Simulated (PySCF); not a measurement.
boroxine (H3B3O3), singlet, at a GFN2-xTB geometry; B3LYP/def2-SV(P) (PySCF).

Input for PySCF:
```python
from pyscf import gto, scf, dft

mol = gto.Mole()
mol.atom = '''
    B    -0.62642433    1.18300324    0.24601012
    O    -1.33948341    0.02486049    0.22970691
    B    -0.71480732   -1.15811031   -0.01600341
    O     0.62560781   -1.18146124   -0.24568946
    B     1.34123166   -0.02489294   -0.23000671
    O     0.71387560    1.15660075    0.01598255
    H    -1.16486750    2.19985392    0.45746817
    H    -1.32922010   -2.15356426   -0.02975915
    H     2.49408760   -0.04628966   -0.42770903
'''
mol.basis = 'def2-sv(p)'
mol.verbose = 4
mol.build()

mf = dft.RKS(mol)
mf.xc = 'b3lyp'
mf.diis_space = 4
mf.kernel()
```

The log (banner, timings and long lists left out):

```
PySCF version 2.14.0

[INPUT] verbose = 4
[INPUT] num. atoms = 9
[INPUT] num. electrons = 42
[INPUT] charge = 0
[INPUT] spin (= nelec alpha-beta = 2S) = 0
[INPUT] symmetry False subgroup None
[INPUT] Mole.unit = angstrom
[INPUT] Symbol           X                Y                Z      unit          X                Y                Z       unit  Magmom
[INPUT]  1 B     -0.626424330000   1.183003240000   0.246010120000 AA   -1.183770421464   2.235552128073   0.464891750671 Bohr   0.0
[INPUT]  2 O     -1.339483410000   0.024860490000   0.229706910000 AA   -2.531256793298   0.046979517422   0.434083148820 Bohr   0.0
[INPUT]  3 B     -0.714807320000  -1.158110310000  -0.016003410000 AA   -1.350790066634  -2.188511307935  -0.030242061959 Bohr   0.0
[INPUT]  4 O      0.625607810000  -1.181461240000  -0.245689460000 AA    1.182227422289  -2.232638170389  -0.464285791092 Bohr   0.0
[INPUT]  5 B      1.341231660000  -0.024892940000  -0.230006710000 AA    2.534560506996  -0.047040839035  -0.434649688712 Bohr   0.0
[INPUT]  6 O      0.713875600000   1.156600750000   0.015982550000 AA    1.349029371010   2.185658652967   0.030202642272 Bohr   0.0
[INPUT]  7 H     -1.164867500000   2.199853920000   0.457468170000 AA   -2.201280546407   4.157121422851   0.864489552006 Bohr   0.0
[INPUT]  8 H     -1.329220100000  -2.153564260000  -0.029759150000 AA   -2.511861948267  -4.069646643052  -0.056236643200 Bohr   0.0
[INPUT]  9 H      2.494087600000  -0.046289660000  -0.427709030000 AA    4.713142494674  -0.087474779799  -0.808252927703 Bohr   0.0

nuclear repulsion = 203.339198290048
number of shells = 42
number of NR pGTOs = 156
number of NR cGTOs = 90
basis = def2-sv(p)
ecp = {}

******** <class 'pyscf.dft.rks.RKS'> ********
method = RKS
initial guess = minao
damping factor = 0
level_shift factor = 0
DIIS = <class 'pyscf.scf.diis.CDIIS'>
diis_start_cycle = 1
diis_space = 4
diis_damp = 0
SCF conv_tol = 1e-09
SCF conv_tol_grad = None
SCF max_cycles = 50
direct_scf = True
direct_scf_tol = 1e-13
XC library pyscf.dft.libxc version 7.1.2
    S. Lehtola, C. Steigemann, M. J. T. Oliveira, and M. A. L. Marques,  SoftwareX 7, 1–5 (2018)
XC functionals = b3lyp
    P. J. Stephens, F. J. Devlin, C. F. Chabalowski, and M. J. Frisch,  J. Phys. Chem. 98, 11623 (1994)
radial grids:
    Treutler-Ahlrichs [JCP 102, 346 (1995); DOI:10.1063/1.469408] (M4) radial grids

becke partition: Becke, JCP 88, 2547 (1988); DOI:10.1063/1.454033
pruning grids: <function nwchem_prune>
grids dens level: 3
symmetrized grids: False
atomic radii adjust function: <function treutler_atomic_radii_adjust>
small_rho_cutoff = 0
Set gradient conv threshold to 3.16228e-05
Initial guess from minao.
tot grids = 113808
init E= -302.961858648093
  HOMO = -0.412639758483131  LUMO = -0.0780764380056268  gap/eV = 9.10393
cycle= 1 E= -301.902855275631  delta_E= 1.06  |g|= 1.01  |ddm|= 3.43
  HOMO = -0.216591223478022  LUMO = 0.00564193847970687  gap/eV = 6.04727
cycle= 2 E= -301.625252965046  delta_E= 0.278  |g|= 1.58  |ddm|= 1.96
  HOMO = -0.345044245582646  LUMO = -0.0258999441869599  gap/eV = 8.68436
cycle= 3 E= -302.08813126567  delta_E= -0.463  |g|= 0.0428  |ddm|= 1.31
  HOMO = -0.343735774558089  LUMO = -0.0235146853451419  gap/eV = 8.71366
cycle= 4 E= -302.088523300684  delta_E= -0.000392  |g|= 0.00969  |ddm|= 0.0562
  HOMO = -0.344357720208989  LUMO = -0.0244553351160312  gap/eV = 8.70499
cycle= 5 E= -302.08854175419  delta_E= -1.85e-05  |g|= 0.00146  |ddm|= 0.0118
  HOMO = -0.344078622682458  LUMO = -0.0241233741583414  gap/eV = 8.70643
cycle= 6 E= -302.088542344169  delta_E= -5.9e-07  |g|= 0.000172  |ddm|= 0.0023
  HOMO = -0.34413257589275  LUMO = -0.0241728535285971  gap/eV = 8.70655
cycle= 7 E= -302.088542353432  delta_E= -9.26e-09  |g|= 3.82e-05  |ddm|= 0.00036
  HOMO = -0.344127864222582  LUMO = -0.0241694776993169  gap/eV = 8.70651
cycle= 8 E= -302.088542353703  delta_E= -2.71e-10  |g|= 1.34e-05  |ddm|= 4.24e-05
  HOMO = -0.34413052337052  LUMO = -0.0241704456153474  gap/eV = 8.70656
Extra cycle  E= -302.088542353658  delta_E= 4.55e-11  |g|= 2.1e-05  |ddm|= 2.78e-05
converged SCF energy = -302.088542353658
```
